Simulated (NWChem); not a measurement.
System: C₂H₃BFN; SMILES NB(C#C)F

Here is an NWChem input.

```
start job
memory heap 200 mb stack 900 mb global 1100 mb
geometry units angstroms noautoz
  C      0.035870     2.289385     0.000000
  C      0.044275     1.073423     0.000000
  B      0.038877    -0.468346     0.000000
  N     -1.152814    -1.191912     0.000000
  F      1.202561    -1.130528     0.000000
  H      0.037534     3.364849     0.000000
  H     -2.060292    -0.748977     0.000000
  H     -1.169559    -2.203461     0.000000
end
basis spherical
  C library 6-31g*
  B library 6-31g*
  N library 6-31g*
  F library 6-31g*
  H library 6-31g*
end
dft
  xc b3lyp
  iterations 150
  mulliken
end
task dft energy
```

All runs use the structure optimised with PBE0/def2-SVP.

Problem. Predict the main results of this run. (B3LYP/6-31G* (spherical d).) Quantities: energy (Ha); highest occupied level (eV); orbital gap (eV); dipole (D).

Solution. 
```
Item                           Value
---------------------------  -------
energy (Ha)                  -257.50
highest occupied level (eV)    -7.32
orbital gap (eV)                7.16
dipole (D)                      2.33
```
